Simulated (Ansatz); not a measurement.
`I[SiH]1CO1`, relaxed with RKS PBE0-D4/def2-TZVP in Ansatz from a PBE-D4/def2-SVP geometry. The force threshold is 0.005 eV/Å; the program also tests the step.

The species carries charge 0 and has multiplicity 1. I: def2 effective core potential.

Start:

```xyz
7

I     1.747   -1.086   -1.996
Si    0.733   -0.338    0.094
C    -0.980    0.309    0.154
O     0.159    1.261    0.167
H     1.514   -0.821    1.270
H    -1.588    0.351   -0.772
H    -1.584    0.323    1.082
```

(1) By how much does the energy fall, and how many steps does the optimiser take? (An estimate is asked.)

(2) Which bonds change most? (Estimate.)

(3) Give the relaxed structure. (An estimate is asked.)

Results:

(1) The calculation gave: 0.07 eV, in 7 steps, 1 of them rejected.

(2) Ansatz gave: Si2–O4 from 1.701 to 1.650 Å; Si2–C3 from 1.832 to 1.799 Å; I1–Si2 from 2.441 to 2.410 Å; C3–H6 from 1.108 to 1.088 Å.

(3) Computed: 
```xyz
7

I     1.739   -1.070   -1.962
Si    0.720   -0.316    0.088
C    -0.975    0.286    0.152
O     0.166    1.237    0.151
H     1.479   -0.815    1.248
H    -1.578    0.355   -0.750
H    -1.551    0.322    1.074
```
